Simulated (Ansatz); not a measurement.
Start from `O[Si](O)([SiH3])Br` and change one atom or group to get `O[Si](O)([SiH3])O[SiH3]`.

Ansatz, PBE0-D4/def2-TZVP geometries, multiplicity 1. Each molecule was computed in one conformer, which needn't be the lowest.

Scalar relativity is left out up to krypton. Spin–orbit coupling is left out; it splits and shifts lone-pair levels of the heavy atoms by tenths of an eV.

```
                             property  `O[Si](O)([SiH3])Br`
  HOMO energy (B3LYP/def2-TZVPP) / eV                 -7.93
  HOMO–LUMO gap (PBE/def2-TZVPP) / eV                  6.02
HOMO–LUMO gap (B3LYP/def2-TZVPP) / eV                  7.69
    LUMO energy (PBE/def2-TZVPP) / eV                 -0.91
 HOMO–LUMO gap (PBE0/def2-TZVPP) / eV                  8.08
LUMO energy (ωB97M-V/def2-TZVPP) / eV                  1.72
```

Problem. Give the same properties after the change, and the shifts. (Estimate.)

Solution. Computed: 
```json
{"property": "HOMO energy (B3LYP/def2-TZVPP) / eV", "`O[Si](O)([SiH3])O[SiH3]`": "-7.84", "shift": "0.09"}
{"property": "HOMO–LUMO gap (PBE/def2-TZVPP) / eV", "`O[Si](O)([SiH3])O[SiH3]`": "5.92", "shift": "-0.10"}
{"property": "HOMO–LUMO gap (B3LYP/def2-TZVPP) / eV", "`O[Si](O)([SiH3])O[SiH3]`": "7.60", "shift": "-0.09"}
{"property": "LUMO energy (PBE/def2-TZVPP) / eV", "`O[Si](O)([SiH3])O[SiH3]`": "-0.87", "shift": "0.04"}
{"property": "HOMO–LUMO gap (PBE0/def2-TZVPP) / eV", "`O[Si](O)([SiH3])O[SiH3]`": "8.01", "shift": "-0.07"}
{"property": "LUMO energy (ωB97M-V/def2-TZVPP) / eV", "`O[Si](O)([SiH3])O[SiH3]`": "1.59", "shift": "-0.13"}
```

B3LYP here is the variant with VWN-RPA as its local correlation; programs differ in this.
